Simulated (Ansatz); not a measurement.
Abridged output of a molecular run in Ansatz:

```
Functional definition: HF
  name "HF"
  cite "Fock, Z. Phys. 61, 126 (1930) doi:10.1007/BF01340294"
  parent pbe
  exchange = exact_x
  correlation = 0
1319 factors; integrals over basis functions are off by at most 1.3e-3 eV
mean field evaluation 1: about -29470.5466 eV, gradient 5.2e1 eV
mean field evaluation 2: about -29470.7186 eV, gradient 5.2e1 eV
mean field evaluation 4: about -29477.0422 eV, gradient 8.7e0 eV
mean field evaluation 8: about -29477.2716 eV, gradient 7.7e-1 eV
mean field evaluation 16: about -29477.2743 eV, gradient 1.9e-6 eV
mean field -29477.27427896 eV, -1083.2698493377 hartree, gradient 1.9e-6 eV, S^2 0.000000; 0 other end points of the search recorded, 0 dependent functions left out
13 core orbitals not correlated: weight in the atoms' cores, before any rotation towards them, 1.000 or more for the frozen orbitals, at most 0.000 for the correlated occupied ones
reference -29477.27427896 eV, -1083.2698493377 hartree; 23, 23 occupied and 98, 98 virtual orbitals, 1319 factors
second order -30.18799087 eV of doubles, -0.00000000 eV of singles
cycle   1  -28.97485972 eV  change     1.2e0 eV  update   2.7e-1
cycle   2  -30.15590819 eV  change    -1.2e0 eV  update   1.6e-1
cycle   3  -30.49159880 eV  change   -3.4e-1 eV  update   4.4e-2
cycle   4  -30.50888012 eV  change   -1.7e-2 eV  update   1.7e-2
cycle   5  -30.49377572 eV  change    1.5e-2 eV  update   5.9e-3
cycle   6  -30.49332576 eV  change    4.5e-4 eV  update   2.7e-3
cycle   7  -30.49327763 eV  change    4.8e-5 eV  update   1.1e-3
cycle   8  -30.49297275 eV  change    3.0e-4 eV  update   4.8e-4
cycle   9  -30.49319249 eV  change   -2.2e-4 eV  update   2.0e-4
cycle  10  -30.49344652 eV  change   -2.5e-4 eV  update   7.9e-5
cycle  11  -30.49332059 eV  change    1.3e-4 eV  update   4.3e-5
cycle  12  -30.49326344 eV  change    5.7e-5 eV  update   2.1e-5
perturbative correction -1.37045584 eV, -0.0503633230 hartree
Total energy: -29509.13799823 eV, -1084.4408194229 hartree
```

Its atoms:

Cartesian coordinates in Å:
```
C -0.876 -1.285 -1.476
O -0.573 -0.681 -0.247
Nb -0.093 0.866 0.656
N 1.649 0.611 1.495
S 0.134 2.485 -0.726
Cl -1.700 1.337 2.244
H -0.167 -2.095 -1.666
H -0.819 -0.554 -2.287
H -1.886 -1.700 -1.433
H 2.447 1.221 1.399
H 1.885 -0.206 2.043
```

Task: Which basis set was used?
A. def2-SVPD
B. def2-TZVPP
C. def2-SVP
D. def2-TZVPPD

Result: C. It gives 134 functions.

Task: Write the keys of the input that set method, charge and spin (a neutral closed shell needs none for the last two).

Result: 
```yaml
correlation: {method: ccsd_t}
```
